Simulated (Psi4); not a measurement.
C4H10FGaO (SMILES CC[O][Ga]([F])[CH2]C), singlet, geometry from GFN2-xTB (such geometries of metal compounds can be far from the true shape), atoms displaced at random by about 0.08 Å a coordinate; Psi4 with B3LYP/STO-3G, gradient.

Psi4 was given this input:
```
memory 2 GB

molecule mol {
0 1
  Ga    0.092904   -0.255670    0.135809
  F    -0.718566   -0.747994    1.558196
  C     2.115990   -1.031156   -0.529599
  C     2.245408   -2.321555    0.337766
  H     2.735780   -0.200429   -0.541939
  H     1.768421   -1.303926   -1.596187
  H     1.481423   -3.130048    0.329238
  H     2.276794   -1.952230    1.424729
  H     3.375790   -2.675634   -0.034631
  O    -0.409636    1.072705   -0.919914
  C    -1.335345    2.165768   -0.887137
  C    -2.465322    1.956333    0.194391
  H    -0.961355    3.115363   -0.870074
  H    -1.916674    1.943817   -1.838273
  H    -2.107913    1.805477    1.116297
  H    -3.268080    2.580717   -0.026997
  H    -2.765768    0.733316    0.094934
symmetry c1
no_reorient
no_com
}

set basis sto-3g
set reference rks

gradient('b3lyp')
print_variables()
```

Output, abridged:

```
gradient() will perform analytic gradient computation.

   => Loading Basis Set <=

    Name: STO-3G
    Role: ORBITAL
    Keyword: BASIS

         ---------------------------------------------------------
                                   SCF
               by Justin Turney, Rob Parrish, Andy Simmonett
                          and Daniel G. A. Smith
                              RKS Reference
         ---------------------------------------------------------

  ==> Geometry <==

    Molecular point group: c1
    Full point group: C1

    Geometry (in Angstrom), charge = 0, multiplicity = 1:

       Center              X                  Y                   Z               Mass
    ------------   -----------------  -----------------  -----------------  -----------------
         GA           0.092904000000    -0.255670000000     0.135809000000    68.925573500000
         F           -0.718566000000    -0.747994000000     1.558196000000    18.998403162730
         C            2.115990000000    -1.031156000000    -0.529599000000    12.000000000000
         C            2.245408000000    -2.321555000000     0.337766000000    12.000000000000
         H            2.735780000000    -0.200429000000    -0.541939000000     1.007825032230
         H            1.768421000000    -1.303926000000    -1.596187000000     1.007825032230
         H            1.481423000000    -3.130048000000     0.329238000000     1.007825032230
         H            2.276794000000    -1.952230000000     1.424729000000     1.007825032230
         H            3.375790000000    -2.675634000000    -0.034631000000     1.007825032230
         O           -0.409636000000     1.072705000000    -0.919914000000    15.994914619570
         C           -1.335345000000     2.165768000000    -0.887137000000    12.000000000000
         C           -2.465322000000     1.956333000000     0.194391000000    12.000000000000
         H           -0.961355000000     3.115363000000    -0.870074000000     1.007825032230
         H           -1.916674000000     1.943817000000    -1.838273000000     1.007825032230
         H           -2.107913000000     1.805477000000     1.116297000000     1.007825032230
         H           -3.268080000000     2.580717000000    -0.026997000000     1.007825032230
         H           -2.765768000000     0.733316000000     0.094934000000     1.007825032230

  Running in c1 symmetry.

  Rotational constants: A =      0.13049  B =      0.03353  C =      0.02729 [cm^-1]
  Rotational constants: A =   3911.85239  B =   1005.16955  C =    818.05903 [MHz]
  Nuclear repulsion =  559.154435114554872

  Charge       = 0
  Multiplicity = 1
  Electrons    = 82
  Nalpha       = 41
  Nbeta        = 41

  ==> Algorithm <==

  SCF Algorithm Type is DF.
  DIIS enabled.
  MOM disabled.
  Fractional occupation disabled.
  Guess Type is SAD.
  Energy threshold   = 1.00e-08
  Density threshold  = 1.00e-08
  Integral threshold = 1.00e-12

  ==> Primary Basis <==

  Basis Set: STO-3G
    Blend: STO-3G
    Number of shells: 36
    Number of basis functions: 58
    Number of Cartesian functions: 59
    Spherical Harmonics?: true
    Max angular momentum: 2

  ==> DFT Potential <==

   => LibXC <=

    Version 7.1.2
    S. Lehtola, C. Steigemann, M. J. T. Oliveira, and M. A. L. Marques,  SoftwareX 7, 1–5 (2018) (10.1016/j.softx.2017.11.002)

   => Composite Functional: B3LYP <=

    B3LYP Hyb-GGA Exchange-Correlation Functional

    P. J. Stephens, F. J. Devlin, C. F. Chabalowski, and M. J. Frisch,  J. Phys. Chem. 98, 11623 (1994) (10.1021/j100096a001)

    Deriv               =              1
    GGA                 =           TRUE
    Meta                =          FALSE

    Exchange Hybrid     =           TRUE
    MP2 Hybrid          =          FALSE

   => Exchange Functionals <=

    0.0800   Slater exchange
    0.7200         Becke 88

   => Exact (HF) Exchange <=

    0.2000               HF

   => Correlation Functionals <=

    0.1900   Vosko, Wilk & Nusair (VWN5_RPA)
    0.8100   Lee, Yang & Parr

   => LibXC Density Thresholds  <==

    XC_HYB_GGA_XC_B3LYP:  1.00E-15

   => Molecular Quadrature <=

    Radial Scheme          =       TREUTLER
    Pruning Scheme         =           NONE
    Nuclear Scheme         =       TREUTLER

    Blocking Scheme        =         OCTREE
    BS radius alpha        =              1
    Pruning alpha          =              1
    Radial Points          =             75
    Spherical Points       =            302
    Total Points           =         360655
    Total Blocks           =           2711
    Max Points             =            256
    Max Functions          =             53
    Weights Tolerance      =       1.00E-15

   => Loading Basis Set <=

    Name: (STO-3G AUX)
    Role: JKFIT
    Keyword: DF_BASIS_SCF

  ==> Integral Setup <==

  SCF_SUBTYPE=INCORE selected. In-core MEM_DF algorithm will be used.
  Using in-core AOs.

  ==> MemDFJK: Density-Fitted J/K Matrices <==

    J tasked:                   Yes
    K tasked:                   Yes
    wK tasked:                   No
    Algorithm:                 Core
    Schwarz Cutoff:           1E-12
    Mask sparsity (%):       4.7562
    Fitting Condition:        1E-10

   => Auxiliary Basis Set <=

  Basis Set: (STO-3G AUX)
    Blend: DEF2-UNIVERSAL-JKFIT
    Number of shells: 270
    Number of basis functions: 900
    Number of Cartesian functions: 1113
    Spherical Harmonics?: true
    Max angular momentum: 5

  Minimum eigenvalue in the overlap matrix is 2.1026295057E-01.
  Reciprocal condition number of the overlap matrix is 8.6313898175E-02.
    Using symmetric orthogonalization.

  ==> Pre-Iterations <==

  SCF Guess: Superposition of Atomic Densities via on-the-fly atomic UHF (no occupation information).

   -------------------------
    Irrep   Nso     Nmo
   -------------------------
     A         58      58
   -------------------------
    Total      58      58
   -------------------------

[...]
  @DF-RKS Final Energy: -2231.26607335967674
    Total Energy =                      -2231.2660733596771934
[...]
                          Rob Parrish, Justin Turney,
                       Andy Simmonett, and Alex Sokolov
         ------------------------------------------------------------

  ==> Geometry <==

    Molecular point group: c1
    Full point group: C1

    Geometry (in Angstrom), charge = 0, multiplicity = 1:

       Center              X                  Y                   Z               Mass
    ------------   -----------------  -----------------  -----------------  -----------------
         GA           0.092904000000    -0.255670000000     0.135809000000    68.925573500000
         F           -0.718566000000    -0.747994000000     1.558196000000    18.998403162730
         C            2.115990000000    -1.031156000000    -0.529599000000    12.000000000000
         C            2.245408000000    -2.321555000000     0.337766000000    12.000000000000
         H            2.735780000000    -0.200429000000    -0.541939000000     1.007825032230
         H            1.768421000000    -1.303926000000    -1.596187000000     1.007825032230
         H            1.481423000000    -3.130048000000     0.329238000000     1.007825032230
         H            2.276794000000    -1.952230000000     1.424729000000     1.007825032230
         H            3.375790000000    -2.675634000000    -0.034631000000     1.007825032230
         O           -0.409636000000     1.072705000000    -0.919914000000    15.994914619570
         C           -1.335345000000     2.165768000000    -0.887137000000    12.000000000000
         C           -2.465322000000     1.956333000000     0.194391000000    12.000000000000
         H           -0.961355000000     3.115363000000    -0.870074000000     1.007825032230
         H           -1.916674000000     1.943817000000    -1.838273000000     1.007825032230
         H           -2.107913000000     1.805477000000     1.116297000000     1.007825032230
         H           -3.268080000000     2.580717000000    -0.026997000000     1.007825032230
         H           -2.765768000000     0.733316000000     0.094934000000     1.007825032230

  Nuclear repulsion =  559.154435114554872

  ==> Basis Set <==

  Basis Set: STO-3G
    Blend: STO-3G
    Number of shells: 36
    Number of basis functions: 58
    Number of Cartesian functions: 59
    Spherical Harmonics?: true
    Max angular momentum: 2

  ==> DFJKGrad: Density-Fitted SCF Gradients <==

    Gradient:                    1
    J tasked:                  Yes
    K tasked:                  Yes
    wK tasked:                  No
    Integrals threads:           1
    Schwarz Cutoff:          1E-12
    Fitting Condition:       1E-10

   => Auxiliary Basis Set <=

  Basis Set: (STO-3G AUX)
    Blend: DEF2-UNIVERSAL-JKFIT
    Number of shells: 270
    Number of basis functions: 900
    Number of Cartesian functions: 1113
    Spherical Harmonics?: true
    Max angular momentum: 5

  ==> DFT Potential <==

   => LibXC <=

    Version 7.1.2
    S. Lehtola, C. Steigemann, M. J. T. Oliveira, and M. A. L. Marques,  SoftwareX 7, 1–5 (2018) (10.1016/j.softx.2017.11.002)

   => Composite Functional: B3LYP <=

    B3LYP Hyb-GGA Exchange-Correlation Functional

    P. J. Stephens, F. J. Devlin, C. F. Chabalowski, and M. J. Frisch,  J. Phys. Chem. 98, 11623 (1994) (10.1021/j100096a001)

    Deriv               =              1
    GGA                 =           TRUE
    Meta                =          FALSE

    Exchange Hybrid     =           TRUE
    MP2 Hybrid          =          FALSE

   => Exchange Functionals <=

    0.0800   Slater exchange
    0.7200         Becke 88

   => Exact (HF) Exchange <=

    0.2000               HF

   => Correlation Functionals <=

    0.1900   Vosko, Wilk & Nusair (VWN5_RPA)
    0.8100   Lee, Yang & Parr

   => LibXC Density Thresholds  <==

    XC_HYB_GGA_XC_B3LYP:  1.00E-15

   => Molecular Quadrature <=

    Radial Scheme          =       TREUTLER
    Pruning Scheme         =           NONE
    Nuclear Scheme         =       TREUTLER

    Blocking Scheme        =         OCTREE
    BS radius alpha        =              1
    Pruning alpha          =              1
    Radial Points          =             75
    Spherical Points       =            302
    Total Points           =         360655
    Total Blocks           =           2711
    Max Points             =            256
    Max Functions          =             53
    Weights Tolerance      =       1.00E-15

  -Total Gradient:
     Atom            X                  Y                   Z
    ------   -----------------  -----------------  -----------------
       1        0.029961501694    -0.043912314227    -0.003294565839
       2       -0.035337199180    -0.019643981294     0.059499872707
       3        0.168530555623     0.044528930044     0.035580773812
       4       -0.105764469162    -0.022886729004    -0.013087507561
       5       -0.049188346826    -0.031342248369    -0.010752649970
       6       -0.026132982181    -0.008545172538    -0.028639416612
       7       -0.004488722959    -0.010734897605     0.018883992482
       8       -0.010067735894     0.019167986861     0.025654305963
       9        0.067333062492     0.002574981707    -0.037406302301
      10       -0.069401971477     0.060236226133    -0.047012410994
      11        0.085683256096     0.121347316911     0.010721735735
      12       -0.005880367651     0.128821488244     0.090963525332
      13       -0.043034370407    -0.076533636784    -0.000497507911
      14       -0.008798511576    -0.026609856678    -0.004266567211
      15       -0.034842558917    -0.026072395529    -0.102864426323
      16        0.043819936499    -0.030574370082    -0.006588575659
      17       -0.002461409978    -0.080037778975     0.013145298065

  Variable Map:
  ----------------------------------------------------------------------------
[...]
  Array Variable Map:
  ----------------------------------------------------------------------------
[...]
[...]
```
